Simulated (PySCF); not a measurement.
A small calculation by hand: dipole moment from atomic charges

CH6SSi, SMILES C[SiH2]S. Atoms are numbered in the order given.

```xyz
9

Si    -0.4194     0.6198     0.2438
C     -1.8422    -0.5995     0.2370
S      1.4210    -0.2684    -0.4384
H     -0.6564     1.7314    -0.7230
H     -0.2453     1.1928     1.6142
H     -1.6531    -1.4276     0.9375
H     -2.7772    -0.1025     0.5416
H     -1.9813    -1.0243    -0.7683
H      1.5028    -1.1562     0.5774
```

The structure is a stationary point at PBE0-D3(BJ)/def2-SVP. One conformer was computed; it need not be the lowest.

Charges (e) from M06-2X/def2-TZVPD run with PySCF:

```json
[
 {"atom": "Si1", "ESP fit": "0.476", "IAO": "0.760"},
 {"atom": "C2", "ESP fit": "-0.644", "IAO": "-0.734"},
 {"atom": "S3", "ESP fit": "-0.350", "IAO": "-0.330"},
 {"atom": "H4", "ESP fit": "-0.056", "IAO": "-0.125"},
 {"atom": "H5", "ESP fit": "-0.121", "IAO": "-0.138"},
 {"atom": "H6", "ESP fit": "0.170", "IAO": "0.155"},
 {"atom": "H7", "ESP fit": "0.182", "IAO": "0.158"},
 {"atom": "H8", "ESP fit": "0.164", "IAO": "0.161"},
 {"atom": "H9", "ESP fit": "0.179", "IAO": "0.092"}
]
```

The dipole moment of the full density is 1.69 D.

What dipole moment does each set of point charges give, and which comes closer to that of the density?


μ = Σ q r, and 1 e Å = 4.8032 D.
ESP fit: Σ q r = (-0.287, -0.103, 0.197) e Å, |μ| = 1.74 D.
IAO: Σ q r = (-0.195, 0.110, 0.184) e Å, |μ| = 1.39 D.
ESP fit comes closer in size. Point charges leave out the atoms' own dipoles (lone pairs, polarised bonds); fits to the potential absorb them, partitions of the density don't.
